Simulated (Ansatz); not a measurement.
FHSe (SMILES F[SeH]), charge 0, multiplicity 1, relaxed at each level with Ansatz (a quantum-chemistry and plane-wave program); harmonic frequencies from differences of analytic forces, average atomic masses, frozen cores.

Give the equilibrium geometry, the harmonic frequencies and the zero-point energy at PBE/def2-TZVPP.


(charge 0, multiplicity 1):
| atom | x (Å) | y (Å) | z (Å) |
|---|---|---|---|
| Se | -0.1146 | -0.2251 | 0.2636 |
| H | -0.9050 | -0.9611 | -0.7611 |
| F | 0.5400 | 0.9613 | -0.8968 |
Frequencies (cm⁻¹): 634, 823, 2312. Zero-point energy 5.39 kcal/mol.

Give the equilibrium geometry, the harmonic frequencies and the zero-point energy at CCSD(T)/cc-pVTZ.


(charge 0, multiplicity 1):
```tsv
atom	x (Å)	y (Å)	z (Å)
Se	-0.1141	-0.2215	0.2536
H	-0.8976	-0.9524	-0.7578
F	0.5320	0.9489	-0.8901
```
Frequencies (cm⁻¹): 673, 874, 2410. Zero-point energy 5.66 kcal/mol.
